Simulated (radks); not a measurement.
The numbers below are computed, except where a source is named.
Problem. These are the eigenvalues of the occupied orbitals of an atom or ion with whole-number occupations (hartree). Code: a radial shooting solver on a logarithmic mesh with Libxc functionals. Model: scalar-relativistic Kohn-Sham, HCTH/407, spin-unpolarised, spherical densities, finite nucleus; Fermi nuclear charge, rms radius of each element as measured or else 0.836 A^(1/3) + 0.57 fm.

| orbital | eigenvalue |
|---|---|
| 1s | -1971.102 |
| 2s | -328.5806 |
| 2p | -291.7242 |
| 3s | -73.19042 |
| 3p | -61.86502 |
| 3d | -47.29155 |
| 4s | -14.49051 |
| 4p | -10.75737 |
| 4d | -5.66729 |
| 5s | -1.81292 |
| 5p | -0.94465 |
| 4f | -0.14229 |
| 6s | -0.13685 |

Which element is it, and in what charge state? The configuration may be excited.

Solution. Z = 66, dysprosium, charge 0: Dy in [Xe] 4f10 6s2. The list shows which subshells hold electrons but not how many an open one holds; the 1s level, -1971.1 hartree, gives Z - s = 62.8 by -(Z - s)^2/2, which with screening and relativity narrows Z to a few neighbours, and the depths of the outer levels then fix element, charge and occupations together.
